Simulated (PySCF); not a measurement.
# Size series: nanocrystal Ge

All values: TDDFT PBE/def2-SVP, gas phase, PySCF SCF with an in-house response code, fitting set def2-universal-JFIT, grid level 1 (kernel 0), vertical, one conformer each, geometries GFN2-xTB; core orbitals frozen in the response. The lowest 6 singlets were sought, and the brightest is taken among them. The runs took 4 to 20 CPU minutes each on shared server CPUs.

Tubes, flakes and crystal cuts are finite pieces capped as the formulas show; sizes are those of the cut before relaxation. Spin-orbit coupling is left out, which matters for the heavier atoms here.

| diameter / angstrom | formula | HOMO-LUMO gap / eV | S1 / eV | brightest singlet sought / eV | vertical IP (ΔSCF) / eV | LUMO / eV |
| --- | --- | --- | --- | --- | --- | --- |
| 8.4 | Ge15H22 | 3.87 | 3.98 | 4.40 | 7.62 | -2.17 |
| 10.3 | Ge28H36 | 3.42 | 3.48 | 3.57 | 7.01 | -2.25 |
| 10.9 | Ge22H28 | 3.33 | 3.39 | 3.86 | 7.14 | -2.43 |
| 12.2 | Ge24H30 | 3.09 | 3.14 | 3.69 | 7.02 | -2.61 |
